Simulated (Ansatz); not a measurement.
Hg₂TeCl₂. The state is a singlet with charge 0. Geometry r2SCAN-D4/def2-SVP, basis def2-TZVP, Ansatz.

Cartesian coordinates in Å:
```
Hg 0.948 1.562 1.216
Hg 0.449 -0.417 -0.450
Te -0.273 -2.418 -2.113
Cl 1.409 3.339 2.694
Cl -2.533 -2.066 -1.348
```

```tsv
run	HOMO (eV)	LUMO (eV)
A	-8.89	-0.17
B	-6.72	-3.09
C	-5.70	-3.91
D	-5.94	-3.82
E	-8.74	-1.22
```

In the def2 sets Hg, Te take a core potential; there is no spin–orbit coupling. Another isomer (singlet) lies 0.97 eV lower at PBE0-D4/def2-TZVP; other spin states weren't run for this one.

**Question.** The runs used HF, PBE, PBE0, r2SCAN, ωB97M-V. Estimate which is which.

**Answer.** A HF (100 % exact exchange); B PBE0 (25 % exact exchange); C PBE (0 % exact exchange); D r2SCAN (0 % exact exchange); E ωB97M-V (range-separated). Exact exchange lowers occupied and raises empty levels; among semilocal functionals meta-GGAs tend to open the gap a little, and such runs are hard to tell apart. The gap grows from 1.79 eV (PBE) to 8.72 eV (HF).
